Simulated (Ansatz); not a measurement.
Isolated molecules relaxed with PBE0-D4/def2-TZVP in Ansatz; ΔE leaves out vibrations. CBS: MP2 limit from def2 TZ/QZ plus the TZ coupled-cluster correction, frozen cores. Functionals use def2-TZVPP. B3LYP here is the variant with VWN-RPA as its local correlation; programs differ in this. Each species was taken in one conformer, which may not be the lowest.

Consider the isomerisation: `O[Si](F)(F)O[SiH3]` → `O[SiH2][Si](O)(F)F`.

```csv
level,ΔE (kcal/mol),difference from CCSD(T)/CBS
r2SCAN-D4,35.2,-1.3
PBE0-D4,32.1,-4.4
B3LYP-D4,35.0,-1.5
B2PLYP,36.7,0.2
B3LYP,35.1,-1.4
MP2/def2-TZVPP,38.2,1.7
CCSD/def2-TZVPP,38.2,1.7
CCSD(T)/def2-TZVPP,37.1,0.6
HF/def2-QZVPP,44.7,8.2
CCSD/CBS(def2),37.6,1.1
CCSD(T)/CBS,36.5,0
```

Largest T1 diagnostic among the species: 0.012.

From PBE to PBE0 (25 % exact exchange), in def2-TZVPP and without D4, ΔE moves by +3.7 kcal/mol. In def2-TZVPP, CCSD(T) changes the Hartree–Fock value by −6.9 kcal/mol (the triples alone add −1.1 kcal/mol) and MP2 by −5.8 kcal/mol.

CCSD(T)/CBS has its own doubt, a few kJ/mol and more with outer-core shells, so smaller differences from it don't rank the levels.
